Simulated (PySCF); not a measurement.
Species: H₆O₂SeSi₃.
SMILES with atom numbers: `[O:1]1[SiH2:2][O:3][SiH2:4][Se:5][SiH2:6]1` (hydrogens: H7, H8 on Si2; H9, H10 on Si4; H11, H12 on Si6)

A GFN2-xTB structure was refined with PySCF, PBE0-D3(BJ)/def2-SVP geometry optimisation, gas phase. Its GFN2-xTB values:

| coordinate | GFN2-xTB |
| --- | --- |
| O1–Si2 | 1.594 Å |
| O1–Si6 | 1.657 Å |
| Si2–H7 | 1.458 Å |
| O3–Si4 | 1.565 Å |
| Si4–Se5 | 2.288 Å |
| Si4–H9 | 1.440 Å |
| O1–Si2–O3 | 108.3° |
| Si2–O1–Si6 | 142.4° |
| Si2–O3–Si4 | 143.1° |
| O3–Si4–Se5 | 112.7° |
| Si4–Se5–Si6 | 101.8° |
| Si2–O1–Si6–Se5 | -5° |
| Si2–O3–Si4–Se5 | 5° |
| O3–Si4–Se5–Si6 | -8° |
| Si4–Se5–Si6–O1 | 8° |

Problem. How do these coordinates change at the PBE0-D3(BJ)/def2-SVP level?

Solution. 
```
    coordinate  PBE0-D3(BJ)/def2-SVP (Å or °)  change
        O3–Si4                          1.660  +0.095
        O1–Si2                          1.662  +0.068
        Si4–H9                          1.486  +0.046
        Si2–H7                          1.484  +0.026
        O1–Si6                          1.661  +0.004
       Si4–Se5                          2.289  +0.001
   Si4–Se5–Si6                           93.7    -8.1
    Si2–O1–Si6                          136.1    -6.3
    Si2–O3–Si4                          136.8    -6.3
    O3–Si4–Se5                          109.4    -3.3
     O1–Si2–O3                          108.3     0.0
Si4–Se5–Si6–O1                             48     +40
O3–Si4–Se5–Si6                            -47     -39
Si2–O1–Si6–Se5                            -24     -19
Si2–O3–Si4–Se5                             21     +16
```

The energy falls by 48.5 kJ/mol over 18 energy and gradient evaluations, the largest force component goes from 0.0538 to 3.4e-04 Eh/bohr, and the atoms move by 0.482 Å rms after alignment. The bond that changes most is O3–Si4 (siloxane oxygen to oxygen-bound silicon), which lengthens by 0.095 Å. Bonds longer at the end by more than 0.005 Å: 8 of 12; shorter: 0. Among the dihedrals that turn most is Si4–Se5–Si6–H12, from 123° to 167°. Rotational constants go from 1893, 1137, 731.3 to 1856, 1121, 772.8 MHz.

The run used 144 basis functions and 118 SCF cycles in all. Time: 6.1 min; peak memory 0.61 GiB. Hardware: one thread, Arm Neoverse N1 (aarch64), on a shared host.

No PBE0-D3(BJ)/def2-SVP frequencies stand behind this structure, so it isn't proved a minimum. The numbers are those of one conformer.
